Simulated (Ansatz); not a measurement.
`[NH]=[Nb]([NH2])([F])[F]` + H₂O → `[NH]=[Nb]([NH2])([OH])[F]` + H–F  (formal hydrolysis of the Nb–F bond)

Calculated with Ansatz (gas phase, PBE0-D4/def2-TZVP geometries, no zero-point term in ΔE). CCSD(T)/CBS is the MP2 limit (def2-TZVPP, def2-QZVPP) plus CCSD(T) − MP2 in def2-TZVPP, frozen cores. This one scheme is used for every species. DFT in def2-TZVPP. B3LYP here is the variant with VWN-RPA as its local correlation; programs differ in this. def2 core potentials past Kr. For Nb outer-core shells are correlated without core-valence functions, which leaves a few kJ/mol of doubt a bond. Each species was taken in one conformer, which may not be the lowest.

```csv
level,ΔE (kJ/mol),difference from CCSD(T)/CBS
PBE-D4,39.4,6.1
revPBE-D4,38.9,5.6
PBE0-D4,37.2,3.9
B3LYP-D4,38.5,5.2
PBE-QIDH,35.0,1.7
BLYP,44.4,11.1
MP2/def2-TZVPP,30.5,-2.8
CCSD(T)/def2-TZVPP,33.1,-0.2
HF/def2-QZVPP,42.3,9.0
MP2/def2-QZVPP,31.0,-2.3
CCSD(T)/CBS,33.3,0
```

Largest T1 diagnostic among the species: 0.020, so the coupled-cluster value is less sure than usual.

Leaving LDA and LC-ωPBE aside and taking each functional with its dispersion term where it has one, the values, not all of them listed here, spread over 9.1 kJ/mol, from PBE-QIDH to B97M-V. LDA lies −7.1 kJ/mol from PBE without D4. The D4 term adds −3.4 kJ/mol with B3LYP and −1.9 kJ/mol with PBE0; it sums over pairs of atoms, weighted by their polarisabilities, and B3LYP, whose exchange is more repulsive, gets the larger term. At CCSD(T), def2-SVP lies +3.2 kJ/mol from the extrapolated value and def2-TZVPP −0.2 kJ/mol.
